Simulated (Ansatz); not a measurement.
Cost and result up the ladder for the cluster Li5Al3 (8 atoms). Charge 0, multiplicity 1. Geometry: r2SCAN-D4/def2-SVP.

```xyz
8

Al    0.4889    0.6761   -0.3453
Al    0.0097   -1.6551   -1.2808
Al   -1.1693   -0.8950    0.9797
Li    0.6655    0.4907    2.3699
Li   -1.6287    1.7531    1.0146
Li    1.5977    2.9632   -0.1373
Li    1.7217   -0.0297   -2.6090
Li   -1.6854   -3.3033    0.0081
```

Ansatz on 4 threads of Arm Neoverse V2 on a shared host. Times are rough, and most runs start from the orbitals of an earlier one. No level here is sound enough to serve as a yardstick. Binding counts from free atoms at the same level (Al doublet, Li doublet; other spins of the atoms weren't run), without zero-point energy or a counterpoise term.

B3LYP takes the VWN-RPA correlation. HSE06 is defined as in plane-wave codes, on full-range PBE exchange. Correlated methods freeze 15 core orbitals; core or outer-core shells of Li are correlated, in sets that lack core-valence functions. Another isomer (singlet) lies 0.03 eV lower at PBE0-D4/def2-TZVP; other spin states weren't run for this one.

Run but left out: HF/6-31G (restricted singlet, unstable in another Hartree–Fock run and untested here).

Correlated methods converge slowly with the basis.

```
                            level  functions  wall time  binding energy per atom (eV)                                    remarks
                   B3LYP-D4/6-31G         84      1.8 s                          1.30              restricted SCF unstable in HF
                    MP2/def2-TZVP        181      1.8 s                          1.46                    restricted SCF unstable
              revPBE-D4/def2-TZVP        181        2 s                          1.48              restricted SCF unstable in HF
                 PBE-D4/def2-TZVP        181        2 s                          1.55                                          –
               HSE06-D4/def2-TZVP        181      2.4 s                          1.51              restricted SCF unstable in HF
                BLYP-D4/def2-TZVP        181      2.5 s                          1.37              restricted SCF unstable in HF
                PBE0-D4/def2-TZVP        181      2.5 s                          1.50              restricted SCF unstable in HF
                PBE-D4/def2-TZVPD        214      3.4 s                          1.55              restricted SCF unstable in HF
                RPA@PBE/def2-TZVP        181      3.8 s                          1.23                                          –
               PBE0-D4/def2-TZVPD        214      4.2 s                          1.50              restricted SCF unstable in HF
r2SCAN-D4/def2-TZVP (with forces)        181      4.8 s                          1.55              restricted SCF unstable in HF
             r2SCAN0-D4/def2-TZVP        181      4.9 s                          1.50              restricted SCF unstable in HF
                 B97M-V/def2-TZVP        181      8.5 s                          1.59              restricted SCF unstable in HF
               CCSD(T)/def2-TZVPP        221       51 s                          1.47  large T1 (0.022), restricted SCF unstable
```
